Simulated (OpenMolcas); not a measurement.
# Ge3+: effect of the IPEA shift

| Item | Value |
| --- | --- |
| Program | OpenMolcas |
| Basis | ANO-RCC-VTZP [6s5p3d1f] |
| Scalar Hamiltonian | DKH2, point nucleus |
| Active space | 1 electron in 4 orbitals (4s 4p) |
| State averaging | 2S+1 = 2 even, 1 root; 2S+1 = 2 odd, 3 roots |
| Spin-orbit coupling | RASSI with atomic mean-field integrals over the reference wave functions, term energies averaged over their components |

Methods on the same reference wave functions:
A. CASSCF
B. SS-CASPT2, IPEA 0 Eh, imaginary shift 0.1 Eh (closed shells correlated: 3d)
C. SS-CASPT2, IPEA 0.25 Eh, imaginary shift 0.1 Eh (closed shells correlated: 3d)

Energies in cm-1 above 4s 2S 1/2, the measured ground level; measured values from Sugar and Musgrove, J. Phys. Chem. Ref. Data 22, 1213 (1993).

```
     Level      A      B      C  Measured
 4s 2S 1/2    0.0    0.0    0.0       0.0
4p 2P* 1/2  79108  81056  81048     81311
4p 2P* 3/2  81430  83378  83370     84102
```

Deviations, from unrounded energies. A percentage is the sum of absolute deviations over the sum of measured energies, with the sign that they share, or ± where signs differ.

```csv
Against measurement,Levels,A,B,C
mean absolute deviation (cm-1),2,2400,490,500
other configurations (%),2,-2.9,-0.6,-0.6
```

B, C lie about equally close to measurement and A furthest from it. The largest miss of B in the table is 4p 2P* 3/2, by -720 cm-1. The ranking rests on the paired levels alone, and a cruder setting can come out closer through cancelling errors.

Between B and C the level of the table that moves most is 4p 2P* 1/2, by 8 cm-1 (lowest in C, highest in B).

The lowest spin-free term lies below A's lowest term by 0.365 hartree in B, 0.365 hartree in C.

With one active electron the reference holds no correlation, so core polarisation is missing (holds for A). With one active electron, CASPT2 adds the correlation within the correlated inactive shells and between them and that electron, and leaves the splitting within a term as the reference gives it (holds for B; C). Measured partners are found by configuration, term and J. A level has none where our copy of the source lacks it or the pairing is in doubt (some pairs that miss far off the trend of their configuration count as doubtful), and it then counts in no deviation. Only configurations of the active space appear.

* marks odd parity.
